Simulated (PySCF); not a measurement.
# Electron correlation in Br²⁺ (bromine, charge +2)

[Ar] 3d10 4s2 4p3, high-spin 4S determinant. Calculation: PySCF 2.14, in cc-pVTZ-PP with ECP10MDF; scalar relativity through the core potential. Frozen: 3s2 3p6 3d10; 5 electrons correlated.

MP2 pair energies summed by pair of shells (mhartree):

| pair | energy | share (%) |
| --- | --- | --- |
| 4s-4p | -52.99 | 66.8 |
| 4p-4p | -17.65 | 22.3 |
| 4s-4s | -8.67 | 10.9 |

Total MP2 correlation energy: -79.31 mhartree.

Same-spin part -20.77 and opposite-spin part -58.54 mhartree; SCS-MP2 scales them by 1/3 and 6/5 to -77.17 mhartree.

```tsv
level	correlation energy (mhartree)
CCSD	-94.26
(T)	-2.34
CCSD(T)	-96.60
```

Diagnostics: T1 = 0.0019, D1 = 0.0042, largest double amplitude 0.052.

Question: Is a single reference adequate?

Answer: Yes, within this model without spin-orbit coupling: T1 lies below 0.03 and no double amplitude reaches 0.07.
